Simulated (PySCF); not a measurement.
# Excitation energy of F by level of theory

F [He] 2s2 2p5 (2P) → F [He] 2s1 2p6 (2S), as a difference of total energies. All numbers are calculated (PySCF 2.14, scalar relativity by spin-free X2C-1e, in aug-cc-pVDZ-DK). Correlated levels: valence: 1s2 frozen. The calculations carry no spin-orbit coupling.

```
           method  excitation energy (cm⁻¹)
              UHF                    194000
              LDA                    148630
              PBE                    153950
             PBE0                    164120
           r2SCAN                    167830
            TPSSh                    163450
             TPSS                    159990
           B2PLYP                    169180
            B3LYP                    160660
    MP2 (valence)                    178250
SCS-MP2 (valence)                    177130
```

A first-order spin-orbit estimate (lowest level to lowest level, LS coupling) adds 0.016 eV.

The upper state lies above the first ionisation limit, where it may autoionise and the basis confines it.
